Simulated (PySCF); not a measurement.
Si(NMe2)(SH) (C2H7NSSi), SMILES S[Si]N(C)C (connectivity only; charge and spin as stated), neutral, multiplicity 1.

Geometry: TPSSh-D3(BJ)/def2-SVP. The structure was generated by enumeration; whether it is a known compound was not checked. The values are those of a single conformer.

Two levels are set side by side: TDA-PBE/def2-SVPD (PySCF) and TDA-CAM-B3LYP/def2-SVPD (PySCF). Vertical, same geometry. The lowest singlet is HOMO→LUMO 95 % with PBE and HOMO→LUMO 96 % with the other functional; states are paired by order. Differences are taken from unrounded values.

| quantity | TDA-CAM-B3LYP |
|---|---|
| lowest singlet excitation (eV) | 4.52 |
| lowest triplet excitation (TDA) (eV) | 2.91 |
| first bright state (f over 0.05) (eV) | 5.18 |
| its oscillator strength | 0.10 |

What does TDA-PBE give, and how far is it from TDA-CAM-B3LYP? (The exact figures need the calculation; the answer reports its results.)


```csv
quantity,TDA-PBE,TDA-PBE minus TDA-CAM-B3LYP
lowest singlet excitation (eV),4.36,-0.17
lowest triplet excitation (TDA) (eV),2.89,-0.03
first bright state (f over 0.05) (eV),4.57,-0.61
its oscillator strength,0.10,0.00
```

A lower first singlet is the usual sign of a functional without exact exchange. Differences between two approximate levels are no errors against the true value.

Rough cost on one machine, each run with all the roots and properties that it gave: TDA-CAM-B3LYP against TDA-PBE about 3 times.
